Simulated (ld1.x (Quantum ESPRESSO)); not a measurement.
# Transferability test, RRKJ potential for Fe (Z = 26)

* Element: iron
* Generator: ld1.x (Quantum ESPRESSO) 7.5
* Type: norm-conserving RRKJ (Kleinman–Bylander form)
* Functional: LDA (PZ)
* Relativity: scalar-relativistic
* Frozen core: [Ne]
* Valence charge: 16
* Reference configuration: 3s2 3p6 3d6 4s2 4p0
* Partial waves: 3p (bound): rc 1.35 bohr; 3d (bound): rc 0.95 bohr; 3s (bound): rc 0.95 bohr
* Local potential: the s channel
* Core correction: none
* rho0: 0.01

Occupied shells without a wave of their own: 4s. They enter only through the test configuration that unscreens the potential.

Energies are relative to the spin-unpolarised reference configuration 3s2 3p6 3d6 4s2 4p0; without spin polarisation the order of configurations can differ from experiment. Spin-polarised rows fill each open shell by Hund’s rule, majority spin first. The frozen-core shift is the all-electron ΔE with the core orbitals held at their reference shape minus the fully relaxed ΔE.

Give the all-electron excitation energy and the error of the potential for: 3s2 3p6 3d6 4s1 4p0; 3s2 3p6 3d6 4s0 4p0; 3s2 3p6 3d5 4s0 4p0; 3s2 3p6 3d5 4s2 4p0; 3s2 3p6 3d7 4s1 4p0; 3s2 3p5 3d6 4s2 4p0; 3s2 3p6 3d6 4s1.5 4p0; 3s2 3p6 3d6 4s2 4p0 (spin-polarised); 3s2 3p6 3d6 4s1 4p0 (spin-polarised).

```tsv
valence configuration	charge	ΔE all-electron (eV)	error AE − PS (meV)	frozen-core shift (meV)
3s2 3p6 3d6 4s1 4p0	+1	8.981	-162	+0.9
3s2 3p6 3d6 4s0 4p0	+2	25.473	-413	+2.3
3s2 3p6 3d5 4s0 4p0	+3	60.002	-630	-0.7
3s2 3p6 3d5 4s2 4p0	+1	14.476	+14	-3.0
3s2 3p6 3d7 4s1 4p0	0	-0.829	-86	+2.9
3s2 3p5 3d6 4s2 4p0	+1	67.585	+26	+18
3s2 3p6 3d6 4s1.5 4p0	+0.5	3.596	-71	+0.4
3s2 3p6 3d6 4s2 4p0 (spin-polarised)	0	-3.389	+417	+5.9
3s2 3p6 3d6 4s1 4p0 (spin-polarised)	+1	4.814	+293	+6.6
```

Levels in the configuration 3s2 3p6 3d5 4s0 4p0:

| level | all-electron (eV) | pseudo (eV) |
| --- | --- | --- |
| 3s | -130.709 | -130.971 |
| 3p | -96.897 | -97.148 |
| 3d | -43.512 | -43.738 |

The 4s level has no wave, so the channel is fitted at the deeper level alone: the likely source of the large errors. A variational frozen-core shift is positive and of second order in the change. This column holds negative values, so the frozen-core run of ld1.x carries numerical noise or an error of first order here, and the column gives no more than the rough size of the effect.
